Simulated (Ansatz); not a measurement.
Noncovalent pair: H2S (SMILES S) (first 3 atoms) with CH3I (SMILES CI); geometry from B3LYP-D3(BJ)/def2-TZVP.
(charge 0, multiplicity 1):
```xyz
8

S     -0.1442    -0.4662    -0.6813
H     -0.5490    -1.7403    -0.8064
H     -0.8993    -0.2756     0.4160
C      1.1349    -1.1941     2.9410
I     -0.9352    -0.8057     3.4116
H      1.3573    -2.1995     3.2791
H      1.2359    -1.0970     1.8654
H      1.7265    -0.4560     3.4699
```

Basis-set superposition error: the interaction energy with monomers in their own basis, and in the dimer's basis (counterpoise).

Codes used: Ansatz (Gaussian orbitals). Each number belongs to the level named beside it. In def2 rows elements past Kr take small-core potentials, without spin–orbit coupling.

```
level                uncorrected (kcal/mol)  counterpoise (kcal/mol)  difference
-------------------  ----------------------  -----------------------  ----------
HF/def2-SVPD                           0.04                     0.44        0.39
SVWN5/def2-TZVPPD                     -4.54                    -4.45        0.09
PBE/def2-TZVPPD                       -1.88                    -1.82        0.06
r2SCAN/def2-TZVPPD                    -2.07                    -2.02        0.06
PBE0/def2-TZVPPD                      -1.70                    -1.64        0.06
BHLYP/def2-TZVPPD                     -0.95                    -0.89        0.06
wB97X-V/def2-TZVPPD                   -2.40                    -2.33        0.06
MP2/def2-TZVPPD                       -2.82                    -2.25        0.56
CCSD/def2-SVPD                        -2.90                    -1.20        1.70
CCSD(T)/def2-SVPD                     -3.36                    -1.52        1.84
```

The error is largest for CCSD(T)/def2-SVPD (1.84 kcal/mol) and smallest for r2SCAN/def2-TZVPPD (0.06 kcal/mol).

Ansatz is a program for electronic structure.
